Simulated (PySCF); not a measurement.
GeHCl, SMILES [Cl][GeH] (connectivity only; charge and spin as stated), neutral, multiplicity 1.

The structure is a stationary point at ωB97X-D3(BJ)/def2-TZVP.

These are B3LYP/def2-TZVPD (PySCF) values and carry that method's errors.

The molecule is in vacuum.

Q: Estimate the frontier levels, gap, dipole moment and polarisability. (The exact figures need the calculation; the answer reports its results.)

A: 
```json
{
 "highest_occupied_level": "-7.02 eV",
 "lowest_empty_level": "-3.32 eV",
 "orbital_gap": "3.70 eV",
 "dipole_moment": "1.75 D",
 "quadrupole, principal values (traceless, Buckingham form, about the centre of nuclear charge)": "-3.09, -1.05, 4.14 D·Å",
 "mean_static_polarisability": "49.4 bohr³ (7.32 Å³)",
 "polarisability_principal_values": "38.4, 47.8, 62.0 bohr³"
}
```
